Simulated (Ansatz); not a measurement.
Consider the formal hydrolysis of the Al–Al bond: `[BH2][AlH][AlH][CH3]` + H₂O → `[CH3][AlH][OH]` + `[BH2][AlH2]`.

Program: Ansatz. Geometries: PBE0-D4/def2-TZVP. ΔE: electronic, gas phase. CCSD(T)/CBS is the MP2 limit (def2-TZVPP, def2-QZVPP) plus CCSD(T) − MP2 in def2-TZVPP, frozen cores. This one scheme is used for every species. Functionals use def2-TZVPP. B3LYP here is the variant with VWN-RPA as its local correlation; programs differ in this. HSE06 is defined as in plane-wave codes. Each species was taken in one conformer, which may not be the lowest.

| level | ΔE (kJ/mol) | difference from CCSD(T)/CBS |
| --- | --- | --- |
| BLYP-D4 | -138.8 | -3.6 |
| r2SCAN-D4 | -135.6 | -0.4 |
| PBE0-D4 | -119.3 | 15.9 |
| r2SCANh-D4 | -135.7 | -0.5 |
| HSE06-D4 | -118.5 | 16.7 |
| BHLYP-D4 | -146.4 | -11.2 |
| PBE | -115.4 | 19.8 |
| B3LYP | -142.9 | -7.7 |
| r2SCANh | -136.4 | -1.2 |
| HSE06 | -119.9 | 15.3 |
| BHLYP | -149.8 | -14.6 |
| CAM-B3LYP | -152.5 | -17.3 |
| CCSD(T)/def2-SVP | -144.3 | -9.1 |
| HF/def2-TZVPP | -153.7 | -18.5 |
| SCS-MP2/def2-QZVPP | -149.8 | -14.6 |
| MP2/CBS(def2) | -147.6 | -12.4 |
| CCSD(T)/CBS | -135.2 | 0 |

Task: What do rigid-rotor, harmonic-oscillator terms from PBE0-D4/def2-TZVP frequencies (298.15 K, 1 bar) make of the CCSD(T)/CBS value? (Best estimate.)

Result: The calculation gave: ΔZPE = -5.2 kJ/mol, ΔH = -144.9 kJ/mol, ΔS = -11 J/(mol·K), ΔG = -141.6 kJ/mol. Modes under 50 cm⁻¹ make the entropy rough.

Largest T1 diagnostic among the species: 0.013.

In def2-TZVPP, CCSD(T) changes the Hartree–Fock value by +17.9 kJ/mol (the triples alone add +2.5 kJ/mol) and MP2 by +5.5 kJ/mol. At CCSD(T), def2-SVP lies −9.1 kJ/mol from the extrapolated value and def2-TZVPP −0.6 kJ/mol. Leaving LDA and LC-ωPBE aside and taking each functional with its dispersion term where it has one, the values, not all of them listed here, spread over 36.6 kJ/mol, from CAM-B3LYP-D4 to PBE-D4. LDA lies −3.4 kJ/mol from PBE without D4.
